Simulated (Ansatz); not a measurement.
One change: `CC[Si](Cl)(Cl)Cl` becomes `CS[Si](Cl)(Cl)Cl`.

Ansatz, PBE0-D4/def2-TZVP geometries, multiplicity 1. Each molecule was computed in one conformer, which needn't be the lowest.

| property | `CC[Si](Cl)(Cl)Cl` |
| --- | --- |
| LUMO energy (PBE/def2-TZVPP) / eV | -0.73 |
| HOMO energy (PBE/def2-TZVPP) / eV | -7.63 |
| size of the dipole moment (B3LYP/def2-TZVPP) / D | 2.08 |
| LUMO energy (PBE0/def2-TZVPP) / eV | 0.29 |
| HOMO–LUMO gap (PBE/def2-TZVPP) / eV | 6.90 |
| HOMO–LUMO gap (B3LYP/def2-TZVPP) / eV | 8.76 |

(1) What does the change do to each property? (Estimate.)

## Answers

(1) Computed: 
```csv
property,`CS[Si](Cl)(Cl)Cl`,shift
LUMO energy (PBE/def2-TZVPP) / eV,-1.45,-0.72
HOMO energy (PBE/def2-TZVPP) / eV,-6.37,1.26
size of the dipole moment (B3LYP/def2-TZVPP) / D,2.00,-0.08
LUMO energy (PBE0/def2-TZVPP) / eV,-0.50,-0.79
HOMO–LUMO gap (PBE/def2-TZVPP) / eV,4.92,-1.98
HOMO–LUMO gap (B3LYP/def2-TZVPP) / eV,6.64,-2.12
```

With PBE0 the HOMO rises by 1.33 eV and the LUMO falls by 0.79 eV, so the gap narrows by about 2.12 eV. PBE moves the HOMO by 1.26 eV and ωB97M-V by 1.34 eV. The zero-point energy changes by -68.7 kJ/mol with -6 modes. Dipoles are sizes alone; their direction can turn.

Positive LUMOs are unbound, so they and the gaps depend on the basis.

B3LYP here is the variant with VWN-RPA as its local correlation; programs differ in this.
